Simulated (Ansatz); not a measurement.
Reaction (ligand exchange at a B–C bond): `BC[CH2][SbH2]` + `C[SiH](S)Cl` → `BS[SiH](C)Cl` + `C[CH2][SbH2]`

Program: Ansatz. Geometries: PBE0-D4/def2-TZVP. ΔE: electronic, gas phase. CBS: MP2 limit from def2 TZ/QZ plus the TZ coupled-cluster correction, frozen cores. DFT in def2-TZVPP. def2 core potentials past Kr. For Sb outer-core shells are correlated without core-valence functions, which leaves a few kJ/mol of doubt a bond. Each species was taken in one conformer, which may not be the lowest.

`BC[CH2][SbH2]`:

Z-matrix (Å, degrees):
```
C
C 1 1.544
B 1 1.550 2 96.3
H 1 1.091 2 109.6 3 -120.2
H 1 1.091 2 109.6 3 120.2
Sb 2 2.177 1 115.1 3 -179.7
H 2 1.094 1 112.1 3 -59.9
H 2 1.094 1 112.0 3 60.5
H 3 1.199 1 120.3 2 86.1
H 3 1.199 1 120.4 2 -85.9
H 6 1.711 2 93.4 1 -45.5
H 6 1.711 2 93.3 1 46.0
```

`C[SiH](S)Cl`:

```xyz
9

C    -0.344   -1.032   -0.476
Si   -0.329    0.661    0.281
S     1.344    0.972    1.558
Cl   -0.372    2.037   -1.255
H    -0.357   -1.793    0.308
H     0.542   -1.185   -1.096
H    -1.228   -1.156   -1.106
H    -1.502    0.922    1.144
H     2.246    0.576    0.643
```

`BS[SiH](C)Cl`:

Cartesian coordinates in Å:
```
B -1.154 -1.628 1.013
S -1.717 0.042 0.813
Si 0.197 0.926 0.377
C 0.798 0.449 -1.309
Cl -0.068 2.964 0.450
H -1.977 -2.457 1.249
H 0.004 -1.911 0.918
H 1.150 0.559 1.447
H 0.939 -0.632 -1.368
H 0.075 0.750 -2.070
H 1.752 0.938 -1.520
```

`C[CH2][SbH2]`:

Cartesian coordinates in Å:
```
C -0.673 -0.794 -0.414
C 0.231 0.389 -0.703
Sb 1.144 1.304 1.040
H -1.097 -1.203 -1.338
H -1.505 -0.511 0.235
H -0.129 -1.598 0.086
H -0.311 1.192 -1.209
H 1.060 0.108 -1.358
H 1.596 -0.198 1.725
H -0.316 1.311 1.935
```

**Question.** Is it downhill or uphill in electronic energy at CCSD(T)/CBS, and by how much? (Best estimate.)

**Answer.** The calculation gave: Downhill: ΔE = -95.7 kJ/mol.

**Question.** What do these levels give: LDA (SPW92), PBE0-D4, r2SCANh-D4, r2SCAN0-D4, revPBE, BLYP, r2SCAN0, BHLYP, LC-ωPBE, HF/def2-SVP, MP2/def2-SVP, MP2/def2-TZVPP? (Estimate.)

**Answer.** Ansatz gave: LDA (SPW92) -96.4, PBE0-D4 -97.4, r2SCANh-D4 -97.3, r2SCAN0-D4 -97.1, revPBE -97.0, BLYP -94.9, r2SCAN0 -96.8, BHLYP -94.0, LC-ωPBE -95.0, HF/def2-SVP -94.7, MP2/def2-SVP -103.3, MP2/def2-TZVPP -97.3 kJ/mol.

Largest T1 diagnostic among the species: 0.013.

Leaving LDA and LC-ωPBE aside and taking each functional with its dispersion term where it has one, the values, not all of them listed here, spread over 3.4 kJ/mol, from PBE-D4 to CAM-B3LYP-D4. In def2-TZVPP, CCSD(T) changes the Hartree–Fock value by −3.9 kJ/mol (the triples alone add −2.0 kJ/mol) and MP2 by −5.1 kJ/mol.
